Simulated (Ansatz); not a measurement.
`[SH][GeH3]` + `CN[SiH3]` → `C[N]([SiH3])[GeH3]` + H₂S at 700 K and 1 bar (ligand exchange at a Ge–S bond).

Computed with Ansatz on PBE0-D4/def2-TZVP structures; ΔE is electronic, products minus reactants. CCSD(T)/CBS adds triple-zeta CCSD(T) − MP2 to the extrapolated MP2 energy (def2 sets, frozen cores). This one scheme is used for every species. For Ge outer-core shells are correlated without core-valence functions, which leaves a few kJ/mol of doubt a bond. Scalar relativity is left out up to krypton.

```csv
species,CCSD(T)/CBS energy (Eh),H − E (kJ/mol),S (J/(mol·K))
`[SH][GeH3]`,-2476.30083,133.1,357.0
`CN[SiH3]`,-386.04948,271.2,396.1
`C[N]([SiH3])[GeH3]`,-2463.36560,332.8,504.2
H₂S,-398.97279,64.8,236.9
```

H − E and S are ideal-gas, rigid-rotor, harmonic terms from PBE0-D4/def2-TZVP, for one conformer and one mirror image of each species. 1 Eh = 2625.50 kJ/mol, R = 8.31446 J/(mol·K).

Problem. By hand: ΔE, ΔH, ΔS and ΔG.

Solution. ΔE = (-2463.36560) + (-398.97279) − (-2476.30083) − (-386.04948) = 0.01192 Eh = 31.3 kJ/mol. Δ(H − E) = 332.8 + 64.8 − 133.1 − 271.2 = -6.7, so ΔH = 24.6 kJ/mol. ΔS = 504.2 + 236.9 − 357.0 − 396.1 = -12.0 J/(mol·K). ΔG = 24.6 − 700 × (-12.0)/1000 = 33.0 kJ/mol.

Problem. By hand: the equilibrium constant, and the temperature at which ΔG would vanish if ΔH and ΔS stayed fixed.

Solution. log₁₀ K = −ΔG/(RT ln 10) = -2.5. ΔH and −TΔS have one sign here, so there is no such temperature.

TΔS isn't small against ΔH here. A doubt of 5 kJ/mol in ΔE shifts log₁₀ K by 0.4 here. Other conformers and mirror images would add mixing entropy, several J/(mol·K) or more a flexible species. These are equilibria of isolated gas molecules and say nothing of rates. Largest T1 diagnostic: 0.011 (customary marks: 0.02 for closed shells, 0.045 for open ones).

ΔS is within the doubt of such terms, so its sign, and with it that verdict, could turn.
